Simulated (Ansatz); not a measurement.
(Li2S)n off (charge +1): PBE-D4/def2-TZVP single points in Ansatz on relaxed structures, gas phase. Each cluster is the lowest isomer that a short search found in that spin, judged at the geometry's level, and lower ones may exist. HOMO and LUMO are taken over both spins. Singlets are spin-restricted. The spins of the ions were chosen, not always searched. The structures are stationary points that may keep the symmetry of their start.

```csv
species,atoms,state,geometry,HOMO (eV),LUMO (eV),gap (eV),vertical EA (eV),lowest of the spins relaxed,point group (within 0.1 Å)
Li3S⁺,4,singlet,B3LYP-D4/def2-TZVP,-8.48,-5.00,3.48,3.77,"singlet, of singlet/triplet",D3h
Li4S2⁺,6,doublet; reduced ion singlet,PBE-D4/def2-TZVP,-8.45,-8.04,0.41,5.60,–,D2h
```

(1) Estimate the rows for Li2S⁺ (doublet; reduced ion singlet, r2SCAN-D4/def2-TZVP geometry).

(1) 
| species | atoms | state | geometry | HOMO (eV) | LUMO (eV) | gap (eV) | vertical EA (eV) | lowest of the spins relaxed | point group (within 0.1 Å) |
| --- | --- | --- | --- | --- | --- | --- | --- | --- | --- |
| Li2S⁺ | 3 | doublet; reduced ion singlet | r2SCAN-D4/def2-TZVP | -9.70 | -9.33 | 0.38 | 6.16 | – | D∞h |

The gap (eV) runs from 0.38 (Li2S⁺) to 3.48 (Li3S⁺). The vertical EA (eV) runs from 3.77 (Li3S⁺) to 6.16 (Li2S⁺).
